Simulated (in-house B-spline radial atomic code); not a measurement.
A run on Sc- that did not converge. Method: scalar-relativistic (X2C) PBE0, spin-polarised, spherical fractional occupations, Fermi nucleus of rms radius 3.5459 fm; computed with an all-electron radial atomic-structure program (B-spline basis).

Command:
```bash
python run_scf.py task.json out
```
Settings (nuclear radius in fm, mass in u):
```
Z                21
configuration    [Ar] 3d2 4s2
hamiltonian      x2c
method           pbe0
spin_polarised   True
nucleus          fermi
rms_radius       3.5459
atomic_mass      44.95591
speed_of_light   137.035999084
```

First and last ten iterations of the last attempt (damped for 15 steps, keeping 80 % of the old Fock matrix, then DIIS):
```
 iter        energy (Eh)    residual
    1        -761.373316    2.87e-01
    2        -761.601150    2.09e-01
    3        -762.730784    1.32e-01
    4        -763.349291    8.20e-02
    5        -763.677101    4.85e-02
    6        -763.848394    2.39e-02
    7        -763.596839    3.78e-02
    8        -763.813944    2.95e-02
    9        -763.619765    3.53e-02
   10        -763.803456    3.11e-02
  111        -763.602140    3.42e-02
  112        -763.598156    3.44e-02
  113        -763.599414    3.43e-02
  114        -763.595883    3.47e-02
  115        -763.904827    1.43e-02
  116        -763.573574    3.56e-02
  117        -763.891567    1.68e-02
  118        -763.617735    3.29e-02
  119        -763.612658    3.31e-02
  120        -763.612558    3.31e-02
 not converged after 120 iterations
```

The smallest residual met was 1.2e-02; the threshold is about 2e-07. No energy from this run should be used.Radii and densities under X2C are those of the two-component orbitals, without the picture-change correction, which makes inner s shells of heavy atoms about 5 % too small.
